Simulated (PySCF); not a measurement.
## Bonding in `COc1cccnc1`

C₆H₇NO.
Atom-mapped SMILES: `[CH3:1][O:2][c:3]1[cH:4][cH:5][cH:6][n:7][cH:8]1` (hydrogens: H9, H10, H11 on C1; H12 on C4; H13 on C5; H14 on C6; H15 on C8)

Structure used (GFN2-xTB), in Å, numbered top down from 1:
```xyz
15
C6H7NO angstrom
C      2.5649   -0.2070   -0.1482
O      1.5268    0.7446   -0.1238
C      0.2464    0.3022   -0.0286
C     -0.7554    1.2762   -0.0042
C     -2.0736    0.8801    0.0915
C     -2.3536   -0.4789    0.1572
N     -1.4141   -1.4045    0.1351
C     -0.1490   -1.0328    0.0467
H      2.5844   -0.8037    0.7691
H      3.4867    0.3675   -0.2246
H      2.4793   -0.8724   -1.0130
H     -0.4737    2.3164   -0.0604
H     -2.8680    1.6097    0.1151
H     -3.3690   -0.8436    0.2302
H      0.5636   -1.8458    0.0360
```

Bond orders from the PBE0/pcSseg-1 density (PySCF). Geometry: GFN2-xTB, one conformer, isolated molecule.

Question: Where do the orders between heavy atoms depart from those drawn in the SMILES?

Answer: The largest departure is 0.193, at C8–C3 (drawn aromatic, 1.307), counting aromatic bonds as 1.5. The bonds drawn aromatic range from 1.31 to 1.50.

Question: Give the Mayer order of every bond, beside its length.

Answer: 
```tsv
bond	drawn as	length (Å)	Mayer order
C1–O2	single	1.408	0.903
O2–C3	single	1.358	1.016
C3–C4	aromatic	1.397	1.374
C4–C5	aromatic	1.380	1.470
C5–C6	aromatic	1.389	1.367
C6–N7	aromatic	1.319	1.495
N7–C8	aromatic	1.321	1.470
C8–C3	aromatic	1.394	1.307
C1–H9	single	1.094	0.954
C1–H10	single	1.089	0.971
C1–H11	single	1.094	0.954
C4–H12	single	1.079	0.967
C5–H13	single	1.079	0.960
C6–H14	single	1.081	0.973
C8–H15	single	1.081	0.967
```

Bonds between the same two heavy elements. C–O: lowest C1–O2 (0.903, 1.408 Å), highest O2–C3 (1.016, 1.358 Å). C–C: lowest C8–C3 (1.307, 1.394 Å), highest C4–C5 (1.470, 1.380 Å); in 1 of the 6 pairs the longer bond (by over 0.003 Å) has the higher order (by 0.02 or more). C–N: lowest N7–C8 (1.470, 1.321 Å), highest C6–N7 (1.495, 1.319 Å).

Question: Sum the orders of all bonds at each heavy atom with more than one neighbour and set the sums beside the valence in the SMILES.

Answer: C1 3.782 (drawn 4), O2 1.919 (drawn 2), C3 3.697 (drawn 4), C4 3.811 (drawn 4), C5 3.797 (drawn 4), C6 3.835 (drawn 4), N7 2.965 (drawn 3), C8 3.744 (drawn 4). Orders between atoms that aren't bonded are not in these sums.

For a closed shell the Mayer order of atoms A and B is Σ (PS)μν (PS)νμ over the basis functions μ on A and ν on B, with P the density and S the overlap matrix.

The run behind these numbers computed NMR shieldings as well. Time: 20 s of wall time. Hardware: one thread, Arm Neoverse V1 (shared host).
